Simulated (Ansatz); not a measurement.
A nudged elastic band was laid between two geometries of CH₅NOSi (9 atoms, charge 0, multiplicity 1).

Level of theory: Ansatz 0.2.0, RKS LDA/def2-SVP.

* movable images: 5
* climbing image: yes
* spring: 5.0 eV/Å²
* optimiser: quadratic models (default)
* start path: IDPP
* force threshold: 0.05 eV/Å
* iteration limit: 60
* end points: relaxed

First end point:

```xyz
9
Properties=species:S:1:pos:R:3
O -1.928 -0.434 0.787
Si -0.748 -0.024 -0.294
C 0.924 0.696 0.040
N 0.779 -0.753 -0.205
H -1.606 -0.763 1.647
H -1.474 0.246 -1.568
H 1.286 0.993 1.049
H 1.396 1.315 -0.758
H 1.459 -1.322 -0.715
```

Last end point:

```xyz
9
Properties=species:S:1:pos:R:3
O -1.532 -0.655 1.169
Si -0.646 -0.112 -0.117
C 1.011 0.704 0.007
N 0.902 -0.731 -0.300
H -2.487 -0.465 1.137
H -1.556 0.157 -1.281
H 1.467 0.968 0.987
H 1.352 1.389 -0.805
H 1.576 -1.300 -0.814
```

Question: Which bonds break or form, and what moves?

Answer: No bond is made or broken. The dihedral H5–O1–Si2–C3 goes from -33 to 138°.

Question: What energy profile does the band end with?

Answer: The forces met the threshold. The highest image is number 4 of 0 to 6, 12.0 kJ/mol above the first end and 2.5 kJ/mol above the last; the last end lies 9.5 kJ/mol above the first. A vibrational analysis at the climbing image gives one clearly imaginary mode, 222i cm⁻¹: a first-order saddle point.

| image | path coordinate (Å) | energy (kJ/mol) | dihedral H5–O1–Si2–C3 (°) |
| --- | --- | --- | --- |
| 0 | 0.00 | 0.0 | -33 |
| 1 | 0.30 | 1.2 | -16 |
| 2 | 0.59 | 5.2 | 9 |
| 3 | 0.89 | 10.2 | 40 |
| 4 | 1.20 | 12.0 | 72 |
| 5 | 1.58 | 10.7 | 106 |
| 6 | 1.97 | 9.5 | 138 |

Question: What is the geometry of the highest image?

Answer: 
```xyz
9
Properties=species:S:1:pos:R:3
O -1.596 -0.870 1.031
Si -0.690 -0.181 -0.169
C 0.938 0.680 0.026
N 0.902 -0.738 -0.361
H -2.043 -0.263 1.647
H -1.534 0.116 -1.368
H 1.391 0.908 1.016
H 1.225 1.434 -0.743
H 1.496 -1.133 -1.094
```

Question: What are the harmonic wavenumbers there?

Answer: 222i, 233, 297, 308, 547, 651, 736, 746, 782, 817, 924, 961, 1044, 1102, 1154, 1394, 2195, 2951, 3027, 3537, 3796 cm⁻¹.

The band took 13 iterations and roughly 80 core-seconds.

Time of the run: 76 s on 1 thread of Arm Neoverse V2, on a shared host, peak memory 0.27 GiB.
